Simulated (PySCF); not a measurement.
C₃H₃N₂, SMILES [c]1cn[nH]c1, multiplicity 2.

Coordinates come from a B3LYP-D3(BJ)/def2-SVP optimisation. The isomer is the one that the SMILES or the coordinates give; other isomers of the formula were not compared.

Computed with PBE/def2-TZVP (PySCF).

Computed frontier levels, dipole moment and polarisability:
```json
{
  "α spin, highest occupied and lowest empty level": "-6.29 and -0.84 eV",
  "β spin, highest occupied and lowest empty level": "-6.15 and -3.95 eV",
  "dipole_moment": "2.22 D",
  "quadrupole, principal values (traceless, Buckingham form, about the centre of nuclear charge)": "-4.85, -4.84, 9.69 D·Å",
  "mean_static_polarisability": "45.9 bohr³ (6.80 Å³)",
  "polarisability_principal_values": "29.8, 52.2, 55.6 bohr³",
  "⟨S²⟩": "0.756 (pure state 0.75)"
}
```
